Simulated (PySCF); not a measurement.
Se(OH)2 (H2O2Se), SMILES O[Se]O.

Coordinates come from a B3LYP-D3(BJ)/def2-TZVP optimisation. Other conformers were not sampled.

These are TDDFT-PBE0/def2-SVPD (PySCF) values and carry that method's errors.

Vertical excitations. Isolated molecule, no solvent. State labels are in the subgroup Cs.

Give excitation energies, oscillator strengths and character. (Estimate from the structure and the level; the computed values follow.)


```tsv
state	symmetry	energy (eV)	λ (nm)	f	main pairs
S1	A"	3.91	317	0.001	HOMO→LUMO 99 %
S2	A'	4.40	282	0.004	HOMO→LUMO+1 99 %
S3	A'	5.70	217	0.045	HOMO→LUMO+2 99 %
S4	A'	6.73	184	0.012	HOMO−1→LUMO 92 %
S5	A"	6.77	183	0.000	HOMO−1→LUMO+1 56 %, HOMO−2→LUMO 41 %
S6	A"	6.86	181	0.000	HOMO→LUMO+3 98 %
S7	A'	7.01	177	0.048	HOMO→LUMO+4 92 %
S8	A'	7.13	174	0.028	HOMO−2→LUMO+1 89 %
S9	A'	7.34	169	0.039	HOMO→LUMO+5 93 %
S10	A"	7.84	158	0.132	HOMO−2→LUMO 44 %, HOMO−1→LUMO+1 33 %, HOMO→LUMO+6 9 %
T1	A"	3.17	391	0	HOMO→LUMO 97 %
T2	A'	3.39	366	0	HOMO→LUMO+1 93 %
T3	A'	5.46	227	0	HOMO→LUMO+2 96 %
T4	A"	5.92	209	0	HOMO−2→LUMO 73 %, HOMO−1→LUMO+1 21 %
```
Triplets are in the Tamm–Dancoff approximation, which puts them higher than full response would, so one can lie above its singlet here.
